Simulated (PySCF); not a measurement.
Molecule: C2H8NSi (charge 0, doublet). It need not be the lowest isomer of its formula. 
Geometry from a B3LYP-D3(BJ)/def2-TZVP (Ansatz) optimisation:
SMILES: C[Si](N)C
```xyz
12

Si     0.3981     0.0729    -0.1710
C     -0.6279    -1.0339    -1.3012
C     -0.4908     1.6976     0.1833
N      0.5568    -0.7603     1.3476
H     -0.7637    -0.5680    -2.2789
H     -1.6144    -1.2104    -0.8614
H     -0.1464    -2.0010    -1.4590
H     -1.4784     1.5011     0.6122
H     -0.6210     2.2748    -0.7339
H      0.0701     2.3157     0.8870
H      0.9338    -0.2704     2.1457
H      0.8610    -1.7229     1.3563
```
Charge 0, spin multiplicity 2.

Dispersion corrections to the total energy (kcal/mol) from the dftd3 and dftd4 libraries through PySCF: D3(BJ) without and D4 with the three-body term, each with the damping fitted for the functional named.

```csv
functional,D3(BJ),D4
BP86,-9.06,-7.10
r2SCAN,…,-1.32
BHLYP,…,-6.39
B3LYP,-9.89,-8.57
TPSSh,-6.54,-6.53
BLYP,-12.05,-11.78
revPBE,-14.10,…
```

### Question
Fill in the missing entries.

### Answer

- r2SCAN, D3(BJ): -1.59
- BHLYP, D3(BJ): -7.86
- revPBE, D4: -16.67
